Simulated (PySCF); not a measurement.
Job file and geometry (Å, from GFN2-xTB) of an NMR shielding run on `[BH3-][N+]#C[C@@H](C#C)SC`, C₅H₈BNS, PySCF 2.14.0, density-fitted response routines, GIAO PBE0/pcSseg-1 NMR shielding, non-relativistic, gas phase; density fitting, a coarse starting grid and PySCF grid level 2 are the driver's defaults:

```
$ OMP_NUM_THREADS=1 python probes_run.py task.json out

{"job": {"kind": "nmr", "xc": "PBE0", "basis": "pcSseg-1"}, "charge": 0, "multiplicity": 1}
B      2.891105    -0.651119     0.172362
N      1.620978    -0.005405     0.473059
C      0.619902     0.513605     0.712023
C     -0.697266     1.030717     0.940915
C     -1.203110     1.697871    -0.238088
C     -1.646670     2.176326    -1.241840
S     -1.810778    -0.391894     1.428104
C     -1.650241    -1.422830    -0.051845
H      2.629743    -1.489705    -0.636669
H      3.598362     0.203991    -0.262796
H      3.285973    -1.098957     1.203361
H     -0.719252     1.695790     1.810525
H     -2.028294     2.638538    -2.102922
H     -1.941782    -0.846107    -0.925812
H     -2.327387    -2.259435     0.087600
H     -0.628882    -1.782442    -0.143333
```

Q: What does the program print?

A: 
```
coarse grid: 14168 points
cycle   1  E = -672.3257888930  dE =  1.149e+00  |g| = 6.092e-01  |ddm| = 3.755e+00
cycle   2  E = -672.0069623102  dE =  3.188e-01  |g| = 1.305e+00  |ddm| = 1.744e+00
cycle   3  E = -672.4249149661  dE = -4.180e-01  |g| = 1.972e-01  |ddm| = 1.131e+00
cycle   4  E = -672.4327623326  dE = -7.847e-03  |g| = 8.366e-02  |ddm| = 1.960e-01
cycle   5  E = -672.4341205846  dE = -1.358e-03  |g| = 3.170e-02  |ddm| = 7.496e-02
cycle   6  E = -672.4343282555  dE = -2.077e-04  |g| = 1.121e-02  |ddm| = 2.680e-02
cycle   7  E = -672.4343600527  dE = -3.180e-05  |g| = 1.772e-03  |ddm| = 1.069e-02
cycle   8  E = -672.4343607872  dE = -7.345e-07  |g| = 4.445e-04  |ddm| = 2.724e-03
final grid: 132968 points
cycle   9  E = -672.4833495174  dE = -3.765e-05  |g| = 8.496e-03  |ddm| = 4.609e-02
cycle  10  E = -672.4833397139  dE =  9.804e-06  |g| = 1.057e-02  |ddm| = 1.901e-02
cycle  11  E = -672.4833679534  dE = -2.824e-05  |g| = 1.597e-03  |ddm| = 1.160e-02
cycle  12  E = -672.4833684496  dE = -4.962e-07  |g| = 6.024e-04  |ddm| = 1.301e-03
cycle  13  E = -672.4833685271  dE = -7.755e-08  |g| = 1.427e-04  |ddm| = 5.825e-04
cycle  14  E = -672.4833685290  dE = -1.898e-09  |g| = 1.084e-04  |ddm| = 1.610e-04
cycle  15  E = -672.4833685320  dE = -2.943e-09  |g| = 1.302e-05  |ddm| = 8.245e-05
cycle  16  E = -672.4833685320  dE = -4.093e-11  |g| = 3.312e-06  |ddm| = 1.871e-05
converged SCF energy = -672.4833685320

GIAO shielding tensors (ppm)
atom      isotropic    diamagn.    paramagn.     s11        s22        s33       span
  0 B      143.975     193.797     -49.822    132.520    132.680    166.724     34.204
  1 N       22.337     328.603    -306.266   -125.919    -97.313    290.242    416.162
  2 C       76.813     269.135    -192.322    -19.383     -8.029    257.851    277.234
  3 C      159.452     245.404     -85.952    150.903    159.860    167.593     16.690
  4 C      110.569     265.530    -154.961      7.682     26.552    297.474    289.792
  5 C      101.414     256.845    -155.431     27.815     37.950    238.477    210.662
  6 S      380.720    1054.326    -673.605    103.105    322.074    716.982    613.877
  7 C      169.206     252.152     -82.946    153.875    167.036    186.708     32.833
  8 H       29.733      30.776      -1.043     26.084     29.167     33.948      7.864
  9 H       29.737      29.451       0.286     26.269     28.741     34.200      7.931
 10 H       29.815      29.276       0.539     26.489     28.714     34.243      7.753
 11 H       27.552      26.183       1.369     23.484     24.388     34.784     11.300
 12 H       29.447      33.696      -4.249     24.265     24.698     39.379     15.114
 13 H       28.860      30.759      -1.899     23.877     27.975     34.727     10.850
 14 H       29.502      28.399       1.103     24.645     26.050     37.810     13.165
 15 H       29.031      31.804      -2.773     23.720     27.680     35.695     11.975
```

Size and cost of the density-fitted run: 183 basis functions, 90 s wall time on 1 thread of an Intel Xeon, shared host; peak memory 0.83 GiB.
